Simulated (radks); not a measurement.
Effect of the nuclear size on neutral nickel, [Ar] 3d8 4s2. All-electron calculation, Dirac Kohn-Sham, BLYP, spin-unpolarised, spherical densities, finite nucleus; open shells fill j = l - 1/2 first; Fermi nuclear charge, rms radius 3.7757 fm. Program: a radial shooting solver on a logarithmic mesh with Libxc functionals. The rms radius is varied about that value; shifts are against it.

| rms radius (fm) | total energy shift (eV) | density at nucleus (e/bohr^3) | 1s1/2 shift (meV) | 2s1/2 shift (meV) | 2p1/2 shift (meV) | 3s1/2 shift (meV) |
|---|---|---|---|---|---|---|
| 3.3755 | -0.0318 | 1.973e+04 | -13.5 | -1.25 | 0.120 | -0.179 |
| 3.6322 | -0.0118 | 1.966e+04 | -5.00 | -0.464 | 0.044 | -0.066 |
| 3.7757 | 0 | 1.962e+04 | 0.000 | 0.000 | 0.000 | 0.000 |
| 4.0098 | 0.0201 | 1.956e+04 | 8.55 | 0.794 | -0.076 | 0.114 |
| 4.1797 | 0.0355 | 1.952e+04 | 15.1 | 1.40 | -0.134 | 0.200 |

Slopes of the eigenvalues against <r^2> in GHz/fm^2, as finite differences over the two radii next to the reference (eigenvalue slopes, not the field-shift constants of lines): 1s1/2 1140, 2s1/2 105, 2p1/2 -10.1, 3s1/2 15.1.
